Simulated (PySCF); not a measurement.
How methods differ on the ionisation energy of Ni+

Ni+ [Ar] 3d9 (2D) → Ni(2+) [Ar] 3d8 (3F), as a difference of total energies. All numbers are calculated (PySCF 2.14, scalar relativity by spin-free X2C-1e, in x2c-SVPall (5s3p3d1f, 36 functions)). Correlated levels: valence: [Ar] frozen. The calculations carry no spin-orbit coupling.

| method | ionisation energy (eV) | difference from reference (eV) |
| --- | --- | --- |
| UHF | 15.034 | -3.135 |
| PBE0 | 18.218 | +0.049 |
| TPSS | 18.464 | +0.295 |
| MP2 (valence) | 17.728 | -0.441 |
| SCS-MP2 (valence) | 17.437 | -0.732 |

Reference: 18.169 eV (measured; NIST Atomic Spectra Database, ionization energies).

The reference lies between the lowest fine-structure levels, while these numbers refer to the centres of the terms.

Errors of the correlated levels include the incompleteness of this basis and the frozen core.
